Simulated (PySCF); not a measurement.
## `C1O[SiH2][C@@H](F)[C@H]1F`, C3H6F2OSi

Molfile (atoms numbered from 1):
```
C3H6F2OSi
     RDKit          3D

 13 13  0  0  0  0  0  0  0  0999 V2000
   -0.0391    1.2560   -1.6033 F   0  0  0  0  0  0  0  0  0  0  0  0
    0.3747    1.0423   -0.2977 C   0  0  2  0  0  0  0  0  0  0  0  0
    1.5066   -0.5165   -0.2776 Si  0  0  0  0  0  4  0  0  0  0  0  0
    0.2809   -1.5316    0.0929 O   0  0  0  0  0  0  0  0  0  0  0  0
   -0.9904   -0.9391    0.1772 C   0  0  0  0  0  0  0  0  0  0  0  0
   -0.7950    0.5364    0.5368 C   0  0  2  0  0  0  0  0  0  0  0  0
   -1.9513    1.2456    0.3404 F   0  0  0  0  0  0  0  0  0  0  0  0
    0.7455    2.0028    0.0616 H   0  0  0  0  0  0  0  0  0  0  0  0
    2.4587   -0.4887    0.8233 H   0  0  0  0  0  0  0  0  0  0  0  0
    2.0154   -0.7649   -1.6150 H   0  0  0  0  0  0  0  0  0  0  0  0
   -1.5724   -1.4707    0.9331 H   0  0  0  0  0  0  0  0  0  0  0  0
   -1.5026   -1.0075   -0.7880 H   0  0  0  0  0  0  0  0  0  0  0  0
   -0.5355    0.6365    1.5986 H   0  0  0  0  0  0  0  0  0  0  0  0
  1  2  1  0
  2  3  1  0
  3  4  1  0
  4  5  1  0
  5  6  1  0
  6  7  1  0
  6  2  1  0
  2  8  1  1
  3  9  1  0
  3 10  1  0
  5 11  1  0
  5 12  1  0
  6 13  1  1
M  END
```

Computed with PySCF 2.14.0, TDDFT PBE0/def2-SVPD circular dichroism and optical rotation, one conformer, gas phase. Geometry: GFN2-xTB.

States above about 8.4 eV lie in this functional's continuum (it starts at minus the energy of the highest occupied orbital, well below the true ionisation energy for most functionals) and depend on the basis.

Question: Draw the ECD and absorption spectra from the lowest 12 states, each a Gaussian of half-width 0.25 eV at 1/e height.

Answer: 
| E (eV) | λ (nm) | Δε (L mol⁻¹ cm⁻¹) | ε (L mol⁻¹ cm⁻¹) |
| --- | --- | --- | --- |
| 6.27 | 198 | +0.52 | 11.9 |
| 6.42 | 193 | +3.84 | 102 |
| 6.57 | 189 | +12.98 | 476 |
| 6.72 | 185 | +17.39 | 1290 |
| 6.87 | 181 | +1.77 | 2070 |
| 7.02 | 177 | -13.93 | 1900 |
| 7.17 | 173 | -11.73 | 1070 |
| 7.32 | 169 | -6.28 | 737 |
| 7.47 | 166 | -3.16 | 946 |
| 7.62 | 163 | +1.74 | 1400 |
| 7.77 | 160 | +4.58 | 2390 |
| 7.92 | 157 | -2.20 | 3640 |
| 8.07 | 154 | -18.10 | 4080 |
| 8.22 | 151 | -26.09 | 3960 |
| 8.37 | 148 | -19.18 | 4270 |

Δε uses R in velocity form, ε uses f in length form. Only the states computed contribute, so the short-wavelength end is incomplete.
